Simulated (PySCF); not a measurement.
Computed IR spectrum (relative IR intensity) of a molecule C₂H₇GaO. Coordinates come from a PBE-D3(BJ)/def2-SVP optimisation. One conformer was computed; it need not be the lowest. Computed with PBE-D3(BJ)/def2-SVP in PySCF. Frequencies are harmonic and unscaled.

ν (cm⁻¹): 65 (vw), 531 (m), 570 (m), 578 (m), 703 (s), 889 (w), 1066 (w), 1143 (vs), 1325 (w), 1357 (m), 1407 (vw), 1923 (s), 1959 (s), 2917 (m), 2950 (m), 2963 (w), 3052 (w), 3058 (w) (against the strongest line: vs over 80 %, s over 45 %, m over 15 %, w over 4 %, vw less)

Q: Identify the compound among the candidates.
(A) C[O][GaH][CH3]
(B) CC[O][GaH2]
(C) [CH3][Ga]([CH3])[OH]

A: B, CC[O][GaH2]
